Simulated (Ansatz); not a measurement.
`[CH3][Ge]([F])([F])[F]` + HBr → `[CH3][Ge]([F])([F])[Br]` + H–F at 700 K and 1 bar (ligand exchange at a Ge–F bond).

Computed with Ansatz on PBE0-D4/def2-TZVP structures; ΔE is electronic, products minus reactants. CCSD(T)/CBS is the MP2 limit (def2-TZVPP, def2-QZVPP) plus CCSD(T) − MP2 in def2-TZVPP, frozen cores. This one scheme is used for every species. For Br, Ge outer-core shells are correlated without core-valence functions, which leaves a few kJ/mol of doubt a bond. Scalar relativity is left out up to krypton.

```
                  species  CCSD(T)/CBS energy (Eh)  H − E (kJ/mol)  S (J/(mol·K))
 `[CH3][Ge]([F])([F])[F]`              -2415.48494           185.1          439.2
                      HBr              -2573.91920            36.5          223.7
`[CH3][Ge]([F])([F])[Br]`              -4889.01358           183.9          473.3
                      H–F               -100.39570            45.2          198.5
```

H − E and S are ideal-gas, rigid-rotor, harmonic terms from PBE0-D4/def2-TZVP. 1 Eh = 2625.50 kJ/mol, R = 8.31446 J/(mol·K).

By hand: ΔE, ΔH, ΔS and ΔG.

ΔE = (-4889.01358) + (-100.39570) − (-2415.48494) − (-2573.91920) = -0.00514 Eh = -13.5 kJ/mol. Δ(H − E) = 183.9 + 45.2 − 185.1 − 36.5 = 7.5, so ΔH = -6.0 kJ/mol. ΔS = 473.3 + 198.5 − 439.2 − 223.7 = 8.9 J/(mol·K). ΔG = -6.0 − 700 × (8.9)/1000 = -12.2 kJ/mol.

By hand: the equilibrium constant, and the temperature at which ΔG would vanish if ΔH and ΔS stayed fixed.

log₁₀ K = −ΔG/(RT ln 10) = 0.9. ΔH and −TΔS have one sign here, so there is no such temperature.

TΔS isn't small against ΔH here. A doubt of 5 kJ/mol in ΔE shifts log₁₀ K by 0.4 here. These are equilibria of isolated gas molecules and say nothing of rates. Largest T1 diagnostic: 0.012 (customary marks: 0.02 for closed shells, 0.045 for open ones).
